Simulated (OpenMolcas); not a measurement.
## Sb3+: effect of the active space

```
Program             : OpenMolcas
Method              : MS-CASPT2 or its RAS form, IPEA 0.25 Eh, imaginary shift 0.1 Eh
Basis               : ANO-RCC
Scalar Hamiltonian  : DKH2, point nucleus
Spin-orbit coupling : RASSI with atomic mean-field integrals over the reference wave functions, term energies averaged over their components
```

A. 2 electrons in 8 orbitals (5s 5p 6s 6p); 2S+1 = 3 even, 3 roots; 2S+1 = 1 even, 7 roots; 2S+1 = 3 odd, 3 roots; 2S+1 = 1 odd, 3 roots; closed shells correlated: 4d; CASPT2 step of the order of 17 core-seconds
B. 2 electrons in 9 orbitals (RAS2 5s 5p; RAS3 5d, at most 2 electrons); 2S+1 = 3 even, 3 roots; 2S+1 = 1 even, 7 roots; 2S+1 = 3 odd, 3 roots; 2S+1 = 1 odd, 3 roots; closed shells correlated: 4d; CASPT2 step about 20 core-seconds

Energies in eV above 5s² ¹S₀, the measured ground level; measured values from Moore, Atomic Energy Levels, vol. III, NSRDS-NBS 35 (1971 reprint of NBS Circular 467, 1958).

| Level | A | B | Measured |
| --- | --- | --- | --- |
| 5s² ¹S₀ | 0.0000 | 0.0000 | 0.0000 |
| 5s 5p ³P°₀ | 8.012 | 8.095 |  |
| 5s 5p ³P°₁ | 8.258 | 8.340 | 8.2697 |
| 5s 5p ³P°₂ | 8.874 | 8.954 | 8.9963 |
| 5s 5p ¹P°₁ | 11.639 | 11.758 | 11.8965 |
| 5p² ³P₀ | 18.963 | 18.962 | 18.8550 |
| 5p² ³P₁ | 19.316 | 19.401 | 19.3896 |
| 5p² ¹D₂ [62 %] | 19.368 | 19.383 | 19.3361 |

Deviations, from unrounded energies. A percentage is the sum of absolute deviations over the sum of measured energies, with the sign that they share, or ± where signs differ.

| Against measurement | Levels | A | B |
| --- | --- | --- | --- |
| mean absolute deviation (cm-1) | 6 | 810 | 560 |
| other configurations (%) | 6 | ±0.7 | ±0.5 |

B lies closest to measurement on these levels. The largest miss of B in the table is 5s 5p ¹P°₁, by -1100 cm-1. The ranking rests on the paired levels alone, and a cruder setting can come out closer through cancelling errors.

Between A and B the level of the table that moves most is 5s 5p ¹P°₁, by 950 cm-1 (lowest in A, highest in B). Moves below CASPT2's spread within the term are not significant.

Term energies are means over components that CASPT2 splits; among the terms shown or strongly mixed into the levels shown the widest spread is 240 cm-1 (5p² ¹D, A). Over all roots computed the reference weight is 0.87 to 0.94 in A; the roots of lowest weight are the least certain, and an intruder state may touch them. Active for correlation alone: 6p 6s; no level in the range computed is led by a configuration that fills them, so any true level of that kind is missing (holds for A). The ¹D term of p² mixes with s d, which this space lacks (holds for A). Active for correlation alone: 5d; no level in the range computed is led by a configuration that fills it, so any true level of that kind is missing (holds for B). Some terms mix strongly with configurations of 5d, whose occupation reaches 0.29 (5p² ¹D) (holds for B). Computed and measured levels are paired by configuration, term and J; levels that our copy of the source lacks, or whose pairing is in doubt (as where it misses far off the trend of its configuration), stay unpaired and out of the deviations. Only configurations of the active space appear. The table leaves out levels that lie high or whose names do not pair safely across all columns.

A share in square brackets marks a mixed level and gives the weight of the term that names it, the lowest over the columns. ° marks odd parity.
